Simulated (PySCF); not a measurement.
```xyz
6

F     -1.5094     1.1797    -0.2716
Si    -0.4722     0.0285    -0.0101
F     -0.7551    -0.5866     1.4105
F     -0.7351    -1.1267    -1.0459
S      1.4444     0.8443    -0.1739
H      2.0274    -0.3392     0.0911
```

Charge 0, multiplicity 1.

Question: Give the Mulliken and meta-Löwdin atomic charges from TPSSh-D3(BJ)/def2-TZVP // PBE0-D3(BJ)/def2-TZVP (PySCF 2.14.0).

Answer: 
| atom | Mulliken (e) | meta-Löwdin (e) |
|---|---|---|
| F1 | -0.26 | -0.48 |
| Si2 | 0.87 | 1.58 |
| F3 | -0.26 | -0.48 |
| F4 | -0.26 | -0.48 |
| S5 | -0.26 | -0.27 |
| H6 | 0.17 | 0.12 |
